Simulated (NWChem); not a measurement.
# C2H6OSi; SMILES C1CO[SiH2]1

```xyz
10

C      0.2114    -1.2872     0.0000
C     -1.1553    -0.5425     0.0000
Si    -0.0545     1.0018     0.0000
O      1.1711    -0.1919     0.0000
H      0.3623    -1.9248     0.8996
H      0.3623    -1.9248    -0.8996
H     -1.7740    -0.7156     0.9013
H     -1.7740    -0.7156    -0.9013
H     -0.0598     1.8844    -1.2205
H     -0.0598     1.8844     1.2205
```
Atoms are numbered in this order, from 1.

Program: NWChem. Pople sets run with spherical d functions. All runs use the structure optimised with PBE-D3(BJ)/def2-SVP. Vertical excitations in the gas phase; the lowest state need not have the same character in each row.

For level B3LYP/6-31+G*, full TDDFT:

- lowest excitation, singlet (eV) = 5.83
- lowest state with f > 0.02, singlet (eV) = 6.60
- orbital gap (eV) = 6.93

Question: What are these values for level LDA (Slater exchange, VWN5)/6-31+G*, full TDDFT?

Answer: The lowest excitation, singlet (eV) is 5.05. The lowest state with f > 0.02, singlet (eV) is 6.09. The orbital gap (eV) is 4.95.
